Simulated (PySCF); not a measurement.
PBE on F⁻ (fluorine, charge -1), [Ne], closed-shell 1S. Computed with PySCF 2.14 in x2c-TZVPPall with one added diffuse shell each of s, p, d type (6s4p3d1f, 40 functions), with scalar relativity by spin-free X2C-1e.

```
cycle= 1 E= -99.874533922044  delta_E= 0.00524  |g|= 0.215  |ddm|=  0.3
cycle= 2 E= -99.7871972988547  delta_E= 0.0873  |g|= 0.58  |ddm|= 0.379
cycle= 3 E= -99.8912229669371  delta_E= -0.104  |g|= 0.069  |ddm|= 0.213
cycle= 4 E= -99.8931106621526  delta_E= -0.00189  |g|= 0.00232  |ddm|= 0.0429
cycle= 5 E= -99.8931124822955  delta_E= -1.82e-06  |g|= 0.000219  |ddm|= 0.00106
cycle= 6 E= -99.8931124989822  delta_E= -1.67e-08  |g|= 1.02e-05  |ddm|= 0.000106
cycle= 7 E= -99.8931124990181  delta_E= -3.6e-11  |g|= 2.47e-07  |ddm|= 4.81e-06
converged SCF energy = -99.8931124990181  <S^2> = -1.2434498e-14  2S+1 = 1
```

Highest occupied orbital energy: 1.581 eV; ⟨L²⟩ = 0.00; populations by l: s 4.00, p 6.00, d 0.00, f 0.00.

(1) Can this result be used?

Results:

(1) With care. The run converged. At PBE the highest occupied level has a positive energy, so only the finite basis holds that electron; in a semilocal or global hybrid functional this comes from self-interaction and does not mean that the real anion is unbound.
